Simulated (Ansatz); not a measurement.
Species: sum formula BNH$_{3}$, net charge 1, singlet state. It need not be the lowest isomer of its formula. SMILES: [NH2+]=B
Structure (B3LYP-D3(BJ)/def2-TZVP (Ansatz, an electronic-structure program) minimum search):
```
N
B 1 1.3115
H 1 1.0214 2 123.45
H 1 1.0214 3 113.09 2 180.00
H 2 1.1685 3 155.55 1 180.00
```
Charge +1, spin multiplicity 1.

Computed values are from Ansatz. Cores are frozen in the correlated levels unless marked. UHF or UKS for open shells. Spin-orbit coupling is left out. Non-relativistic. CBS marks a two-point X^-3 extrapolation of the correlation energy; Hartree-Fock from the larger set.

Problem. What is the vertical ionisation energy (to the doublet) at CCSD(T)/CBS(def2-TZVPPD,def2-QZVPPD)?

Solution. 20.06 eV.

Problem. What is the T1 diagnostic at CCSD/def2-QZVPPD?

Solution. 0.012.

Problem. What is the vertical triplet-singlet gap at CCSD(T)/CBS(def2-TZVPPD,def2-QZVPPD)?

Solution. 5.78 eV.

Problem. What is the vertical electron affinity (to the doublet; negative means unbound) at CCSD(T)/CBS(def2-TZVPPD,def2-QZVPPD)?

Solution. 6.19 eV.

Problem. What is the total energy at CCSD(T)/CBS(def2-TZVPPD,def2-QZVPPD)?

Solution. -80.9953 Eh.
